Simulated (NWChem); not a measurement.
Everything below was run with NWChem. System: HBCl$_{2}$, charge 0, spin multiplicity 1, at a geometry optimised with PBE/def2-SVP. The structure started from a generated list of species. Level: MP2/6-311G** (spherical d), 11 core orbitals frozen.

Output (cleaned and shortened):

```
             Northwest Computational Chemistry Package (NWChem) 7.3.0
             --------------------------------------------------------

                                NWChem Input Module
                                -------------------

 Scaling coordinates for geometry "geometry" by  1.889725989
 (inverse scale =  0.529177249)

 Turning off AUTOSYM since
 SYMMETRY directive was detected!

                             Geometry "geometry" -> ""
                             -------------------------

 Output coordinates in angstroms (scale by  1.889725989 to convert to a.u.)

  No.       Tag          Charge          X              Y              Z
 ---- ---------------- ---------- -------------- -------------- --------------
    1 B                    5.0000     0.00000000     0.00000000    -0.70599800
    2 H                    1.0000     0.00000000     0.00000000    -1.91461100
    3 Cl                  17.0000     1.51939000     0.00000000     0.16013500
    4 Cl                  17.0000    -1.51939000     0.00000000     0.16013500

 Effective nuclear repulsion energy (a.u.)     110.9499202365

            Nuclear Dipole moment (a.u.)
            ----------------------------
        X                 Y               Z
 ---------------- ---------------- ----------------
     0.0000000000     0.0000000000    -0.0000207870

      Symmetry information
      --------------------

 Group name             C2v
 Group number             16
 Group order               4
 No. of unique centers     3

      Symmetry unique atoms

     1    2    3


 Summary of "ao basis" -> "" (spherical)
 ------------------------------------------------------------------------------
       Tag                 Description            Shells   Functions and Types
 ---------------- ------------------------------  ------  ---------------------
 *                          6-311g**                  on all atoms

 Summary of "ao basis" -> "ao basis" (spherical)
 ------------------------------------------------------------------------------
       Tag                 Description            Shells   Functions and Types
 ---------------- ------------------------------  ------  ---------------------
 B                          6-311g**                 8       18   4s3p1d
 H                          6-311g**                 4        6   3s1p
 Cl                         6-311g**                12       26   6s5p1d

                                 NWChem SCF Module
[...]
 -----------   ------   -------------------------------------------------------
    1 B    5     4.77   1.13  0.86  0.36  0.69  1.07  0.25  0.22  0.18
    2 H    1     0.93   0.25  0.58  0.09  0.02
    3 Cl  17    17.15   0.78  1.19  0.91  1.08  0.97  1.02  7.41 -1.49  1.01  3.08  1.18  0.02
    4 Cl  17    17.15   0.78  1.19  0.91  1.08  0.97  1.02  7.41 -1.49  1.01  3.08  1.18  0.02

       Multipole analysis of the density wrt the origin
       ------------------------------------------------

     L   x y z        total         open         nuclear
     -   - - -        -----         ----         -------
     0   0 0 0     -0.000000      0.000000     40.000000

     1   1 0 0     -0.000000      0.000000      0.000000
     1   0 1 0      0.000000      0.000000      0.000000
     1   0 0 1     -0.383853      0.000000     -0.000021

     2   2 0 0    -25.660639      0.000000    280.294849
     2   1 1 0     -0.000000      0.000000      0.000000
     2   1 0 1      0.000000      0.000000      0.000000
     2   0 2 0    -23.218728      0.000000      0.000000
     2   0 1 1      0.000000      0.000000      0.000000
     2   0 0 2    -23.604775      0.000000     25.103763

                   NWChem MP2 Semi-direct Energy/Gradient Module
                   ---------------------------------------------

  Basis functions       =     76
  Molecular orbitals    =     76
  Frozen core           =     11
  Frozen virtuals       =      0
  Active alpha occupied =      9
  Active beta occupied  =      9
  Active alpha virtual  =     56
  Active beta virtual   =     56
  Use MO symmetry       = T
  Use skeleton AO sym   = T

  AO/Fock/Back tols     =   1.0D-09  1.0D-09  1.0D-09

 GA uses MA = F    GA memory limited = T

 Available:
  local mem=  1.26D+08
 global mem=  1.44D+08
 local disk=  0.00D+00
  mp2_memr nvloc                    56
  nvloc new                    56
   1 passes of   9:        3145728                      24635                   4742918.
   1 passes of   9: M    126152988           G      144167648           F     123007260.

 Semi-direct pass number   1 of   1  for RHF alpha+beta  at        0.3s
  vrange nnbf                  2762
  mp2_eaftype                    18  avail_ma_in_mb                  1099
 EAF : mp2_eaftype filesize          18    2371459.
  mp2_eaf for mointskh                     18
Node 0 wrote     11.1 Mb in      0.0 s     Agg I/O rate:  6181.0 Mb/s
 Done moints_semi at        0.9s
  mp2_eaftype                    18  avail_ma_in_mb                  1081
 EAF : mp2_eaftype filesize          18    2371459.
  mp2_eaf for kh                    18
 Done maket at        0.9s
 Done multipass loop at        0.9s

          -------------------------------------------
          SCF energy                -944.362135000559
          Correlation energy          -0.363801269325
          Singlet pairs               -0.223380490741
          Triplet pairs               -0.140420778585
          Total MP2 energy          -944.725936269884
          -------------------------------------------

          ---------------------------------------------------
                    Spin Component Scaled (SCS) MP2
          Same spin pairs                     -0.093613852390
          Same spin scaling factor             0.333333333333
          Opposite spin pairs                 -0.270187416936
          Opposite spin scaling fact.          1.200000000000
          SCS-MP2 correlation energy          -0.355429517786
          Total SCS-MP2 energy              -944.717564518345
          ---------------------------------------------------

 -----------------------
 Performance information
 -----------------------

 Timer overhead =  1.29D-07 seconds/call

               Nr. of calls         CPU time (s)                 Wall time (s)                GFlops
             ---------------    -------------------     ------------------------------   -------------------
Name         Min   Avg   Max    Min     Avg     Max     Min     Avg     Max   Mx/calls   Min     Max     Sum
mp2: moin     1     1     1   0.57    0.57    0.57     0.57    0.57    0.57    0.57      0.0     0.0     0.0
mp2: make     1     1     1   3.64E-2 3.64E-2 3.64E-2  3.64E-2 3.64E-2 3.64E-2 3.64E-2   0.0     0.0     0.0
mp2: tota     1     1     1   0.62    0.62    0.62     0.62    0.62    0.62    0.62      0.0     0.0     0.0

 The average no. of pstat calls per process was 3.00D+00
 with a timing overhead of 3.87D-07s

 Task  times  cpu:        0.9s     wall:        0.9s

 Total times  cpu:        0.9s     wall:        0.9s
```

Write an NWChem input that would produce this output.

Several could match; the one computed here: 
```
start mol
memory heap 200 mb stack 900 mb global 1100 mb
geometry units angstroms nocenter noautoz
  B      0.000000     0.000000    -0.705998
  H      0.000000     0.000000    -1.914611
  Cl     1.519390     0.000000     0.160135
  Cl    -1.519390     0.000000     0.160135
  symmetry group C2v
end
basis spherical
  * library 6-311g**
end
scf
  rhf
  nopen 0
  maxiter 100
  thresh 1e-7
  semidirect memsize 60000000 filesize 0
end
mp2
  freeze core 11
end
task mp2 energy
```
